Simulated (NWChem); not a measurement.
System: BeH$_{2}$O; SMILES [BeH][OH]

The following NWChem deck was run.

```
start job
memory heap 200 mb stack 900 mb global 1100 mb
geometry units angstroms noautosym nocenter noautoz
  Be     0.004533    -0.854112     0.000104
  H      0.012000    -2.187218     0.000281
  O     -0.003500     0.539059    -0.000304
  H     -0.001594     1.486292     0.002728
end
basis spherical
  * library pcsseg-1
end
dft
  xc slater vwn_5
  iterations 150
end
property
  shielding
  efieldgrad
end
task dft property
```

Structure relaxed at the PBE0/def2-SVP level.

GIAO values for the isolated, static molecule; σ is the absolute isotropic shielding, δ = σ(reference) − σ with the isolated reference molecule computed at the same levels (1H: tetramethylsilane, 17O: water).

Atoms are numbered as in the input.

### Question
Predict the main results of this run. (LDA (Slater exchange, VWN5)/pcSseg-1, GIAO.) Quantities: σ Be1 (ppm); δ H2 (ppm); δ O3 (ppm); δ H4 (ppm).

### Answer
```json
{
  "σ Be1 (ppm)": "104.5",
  "δ H2 (ppm)": "2.94",
  "δ O3 (ppm)": "57.2",
  "δ H4 (ppm)": "1.77"
}
```
